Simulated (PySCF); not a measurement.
C₃H₃, doublet, at a GFN2-xTB geometry; PySCF with B97M-V/def2-SVPD.

The PySCF input:
```python
from pyscf import gto, scf, dft

mol = gto.Mole()
mol.atom = '''
    C     0.00175930   -0.00079138    0.33446282
    C     0.00804284   -0.00361788    1.52903105
    C    -0.00590540    0.00265640   -1.12268107
    H     0.03996787    1.03022063   -1.47944750
    H     0.85747672   -0.55120368   -1.48748952
    H    -0.92082503   -0.46849982   -1.47793980
'''
mol.basis = 'def2-svpd'
mol.spin = 1
mol.verbose = 4
mol.build()

mf = dft.UKS(mol)
mf.xc = 'b97m_v'
mf.kernel()
```

What the program printed (banner, timings and long lists left out):

```
PySCF version 2.14.0

[INPUT] verbose = 4
[INPUT] num. atoms = 6
[INPUT] num. electrons = 21
[INPUT] charge = 0
[INPUT] spin (= nelec alpha-beta = 2S) = 1
[INPUT] symmetry False subgroup None
[INPUT] Mole.unit = angstrom
[INPUT] Symbol           X                Y                Z      unit          X                Y                Z       unit  Magmom
[INPUT]  1 C      0.001759300000  -0.000791380000   0.334462820000 AA    0.003324595171  -0.001495491460   0.632043128650 Bohr   0.0
[INPUT]  2 C      0.008042840000  -0.003617880000   1.529031050000 AA    0.015198764864  -0.006836802352   2.889449920456 Bohr   0.0
[INPUT]  3 C     -0.005905400000   0.002656400000  -1.122681070000 AA   -0.011159588656   0.005019868477  -2.121559747534 Bohr   0.0
[INPUT]  4 H      0.039967870000   1.030220630000  -1.479447500000 AA    0.075528328082   1.946834838577  -2.795750590672 Bohr   0.0
[INPUT]  5 H      0.857476720000  -0.551203680000  -1.487489520000 AA    1.620396158990  -1.041623994052  -2.810947805961 Bohr   0.0
[INPUT]  6 H     -0.920825030000  -0.468499820000  -1.477939800000 AA   -1.740107115344  -0.885336349208  -2.792901450594 Bohr   0.0

nuclear repulsion = 53.4043297043073
number of shells = 36
number of NR pGTOs = 120
number of NR cGTOs = 84
basis = def2-svpd
ecp = {}

******** <class 'pyscf.dft.uks.UKS'> ********
method = UKS
initial guess = minao
damping factor = 0
level_shift factor = 0
DIIS = <class 'pyscf.scf.diis.CDIIS'>
diis_start_cycle = 1
diis_space = 8
diis_damp = 0
SCF conv_tol = 1e-09
SCF conv_tol_grad = None
SCF max_cycles = 50
direct_scf = True
direct_scf_tol = 1e-13
number electrons alpha = 11  beta = 10
XC library pyscf.dft.libxc version 7.1.2
    S. Lehtola, C. Steigemann, M. J. T. Oliveira, and M. A. L. Marques,  SoftwareX 7, 1–5 (2018)
XC functionals = b97m_v
    N. Mardirossian and M. Head-Gordon,  J. Chem. Phys. 142, 074111 (2015)
radial grids:
    Treutler-Ahlrichs [JCP 102, 346 (1995); DOI:10.1063/1.469408] (M4) radial grids

becke partition: Becke, JCP 88, 2547 (1988); DOI:10.1063/1.454033
pruning grids: <function nwchem_prune>
grids dens level: 3
symmetrized grids: False
atomic radii adjust function: <function treutler_atomic_radii_adjust>
** Following is NLC and NLC Grids **
NLC functional = b97m_v
radial grids:
    Treutler-Ahlrichs [JCP 102, 346 (1995); DOI:10.1063/1.469408] (M4) radial grids

becke partition: Becke, JCP 88, 2547 (1988); DOI:10.1063/1.454033
pruning grids: <function nwchem_prune>
grids dens level: 3
symmetrized grids: False
atomic radii adjust function: <function treutler_atomic_radii_adjust>
small_rho_cutoff = 0
Set gradient conv threshold to 3.16228e-05
tot grids = 71784
tot grids = 71784
init E= -116.04845678334

cycle= 1 E= -115.806607874268  delta_E= 0.242  |g|= 0.254  |ddm|= 2.58

cycle= 2 E= -115.632302661892  delta_E= 0.174  |g|= 0.567  |ddm|= 1.83
cycle= 3 E= -115.811364808444  delta_E= -0.179  |g|= 0.233  |ddm|= 1.89
cycle= 4 E= -115.841222668984  delta_E= -0.0299  |g|= 0.0695  |ddm|= 0.226
cycle= 5 E= -115.844305118076  delta_E= -0.00308  |g|= 0.0192  |ddm|= 0.374
cycle= 6 E= -115.844560948396  delta_E= -0.000256  |g|= 0.00756  |ddm|= 0.0651
cycle= 7 E= -115.844602262426  delta_E= -4.13e-05  |g|= 0.00292  |ddm|= 0.0213
cycle= 8 E= -115.844615998694  delta_E= -1.37e-05  |g|= 0.000913  |ddm|= 0.0118
cycle= 9 E= -115.844618883891  delta_E= -2.89e-06  |g|= 0.000295  |ddm|= 0.00608
cycle= 10 E= -115.844619037973  delta_E= -1.54e-07  |g|= 9.93e-05  |ddm|= 0.00124
cycle= 11 E= -115.84461904993  delta_E= -1.2e-08  |g|= 1.72e-05  |ddm|= 0.000433
cycle= 12 E= -115.844619050295  delta_E= -3.66e-10  |g|= 8.89e-06  |ddm|= 5.67e-05
Extra cycle  E= -115.844619050257  delta_E= 3.84e-11  |g|= 1.44e-05  |ddm|= 3.14e-05
converged SCF energy = -115.844619050257  <S^2> = 0.78769712  2S+1 = 2.0373484
```
